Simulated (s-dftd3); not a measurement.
silanone (H$_{2}$OSi), singlet, geometry from GFN2-xTB; D3(op) for pbe0 run with s-dftd3.

The s-dftd3 input:
```
$ s-dftd3 mol.xyz --op pbe0 --json dftd3.json --noedisp --grad

# file mol.xyz
4

Si     0.06685327    -0.42675674     0.00274181
O     -0.16591088     1.05908930    -0.00680439
H     -0.98465592    -1.43401683    -0.00031696
H      1.37599714    -1.06410322     0.01636676
```

The log (banner, timings and long lists left out):

```
-----------------------------------
 s i m p l e   D F T - D 3  v1.4.0
-----------------------------------

Optimized power damping: pbe0-D3(op)
--------------------
   s6        0.8829
   s8        0.0000
   s9        0.0000
   a1        0.1500
   a1        4.7500
  alp       14.0000
 beta        6.0000
--------------------

Dispersion energy:      -2.9620010972337E-04 Eh

Gradient norm:           2.0551902148605E-04 Eh/a0
--------------------------------------------------
     #    Z           dE/dx      dE/dy      dE/dz
--------------------------------------------------
     1   14 Si   -1.866E-06  1.191E-05 -7.652E-08
     2    8 O     2.122E-05 -1.355E-04  8.703E-07
     3    1 H     7.722E-05  7.539E-05  2.172E-07
     4    1 H    -9.657E-05  4.816E-05 -1.011E-06
--------------------------------------------------

Virial:
--------------------------------------------------
      component           x          y          z
--------------------------------------------------
          x      -4.017E-04  2.892E-05 -3.316E-06
          y       2.892E-05 -5.819E-04  3.248E-06
          z      -3.316E-06  3.248E-06 -4.299E-08
--------------------------------------------------

[Info] JSON dump of results written to 'dftd3.json'
```
